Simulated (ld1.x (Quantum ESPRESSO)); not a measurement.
**How hard is this nitrogen RRKJ potential?**

| Property | Result |
| --- | --- |
| Element | N (Z = 7) |
| Generator | ld1.x (Quantum ESPRESSO) 7.5 |
| Type | norm-conserving RRKJ (Kleinman–Bylander form) |
| Functional | LDA (PZ) |
| Relativity | scalar-relativistic |
| Frozen core | [He] |
| Valence charge | 5 |
| Reference configuration | 2s2 2p1.5 (charge +1.5) |
| Partial waves | 2s (bound): rc 0.80 bohr; 2p (bound): rc 1.95 bohr; 3d channel at 0.15 Ry: rc 1.80 bohr |
| Local potential | the d channel |
| Core correction | a·sin(br)/r model core inside 0.50 bohr |

The pseudo-atom Hamiltonian at the reference potential is diagonalised in spherical Bessel functions j_l(qr) that vanish at 20 bohr, with q² up to the cutoff. All-electron valence levels (Ry): 2s -2.9590, 2p -2.1203.

Question: How do the lowest levels (Ry) of each channel move with the cutoff, and are there ghosts?

Answer:

```
cutoff (Ry)     s #1     p #1     d #1     d #2     f #1  Σ f·Δε (mRy)
          8  -2.7545  -1.4657  -0.3234  -0.1608  -0.1390        1391.1
         18  -2.7973  -2.0041  -0.3270  -0.1624  -0.1390         497.9
         30  -2.8777  -2.1178  -0.3275  -0.1627  -0.1390         166.5
         50  -2.9466  -2.1203  -0.3275  -0.1627  -0.1390          25.0
         70  -2.9574  -2.1203  -0.3275  -0.1627  -0.1390           3.4
        110  -2.9590  -2.1203  -0.3276  -0.1627  -0.1390           0.2
        400  -2.9591  -2.1203  -0.3276  -0.1627  -0.1390           0.0
```

Result: no extra level below or beside the all-electron valence levels (s, p, d, f tested); 10 mRy is reached at 60 Ry and 1 mRy at 90 Ry.

Its largest configuration-test error is +1852 meV.
